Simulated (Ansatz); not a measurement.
Reaction (atomization): `[SiH3]OB(Cl)O[SiH3]` → B• + Cl• + 6 H• + 2 O• + 2 Si•

Computed with Ansatz on PBE0-D4/def2-TZVP structures; ΔE is electronic, products minus reactants. CCSD(T)/CBS adds triple-zeta CCSD(T) − MP2 to the extrapolated MP2 energy (def2 sets, frozen cores). This one scheme is used for every species, atoms too. For atomizations the MP2-based limit and the directly extrapolated one differ by several kJ/mol either way, and by 10 to 25 for some Ge, Se and Sn compounds, so smaller differences from it don't rank the levels. DFT in def2-TZVPP. No spin–orbit coupling; open shells (•) take unrestricted orbitals. Spin–orbit coupling would lower the free atoms: a little for B, Cl, O, Si. Each species was taken in one conformer, which may not be the lowest.

`[SiH3]OB(Cl)O[SiH3]`:

```xyz
12

Si   -2.428    1.225   -0.451
O    -1.285    0.026   -0.368
B     0.005    0.010    0.004
Cl    0.786    1.530    0.548
O     0.720   -1.126   -0.026
Si    2.292   -1.490    0.357
H    -2.654    1.803    0.895
H    -1.987    2.282   -1.394
H    -3.664    0.578   -0.947
H     3.215   -0.714   -0.506
H     2.549   -1.186    1.785
H     2.450   -2.939    0.104
```

| level | ΔE (eV) |
| --- | --- |
| r2SCAN0-D4 | 45.53 |
| CCSD/def2-SVP | 42.80 |

**Question.** What does CCSD(T)/CBS give? (An estimate is asked.)

**Answer.** Computed: +46.11 eV. The listed levels differ from it by -0.58, -3.31 eV.

Largest T1 diagnostic among the species: 0.014.

From BLYP to BHLYP (50 % exact exchange), in def2-TZVPP and without D4, ΔE moves by −0.39 eV: exact exchange takes away binding that semilocal exchange gives to molecules. At CCSD(T), def2-SVP lies −2.92 eV from the extrapolated value and def2-TZVPP −1.24 eV: correlation converges slowly with the basis, and small sets miss more of it in the bonded molecule than in its fragments. The D4 term adds +0.51 eV with B3LYP and +0.27 eV with PBE0; it sums over pairs of atoms, weighted by their polarisabilities, and B3LYP, whose exchange is more repulsive, gets the larger term.

B3LYP here is the variant with VWN-RPA as its local correlation; programs differ in this.
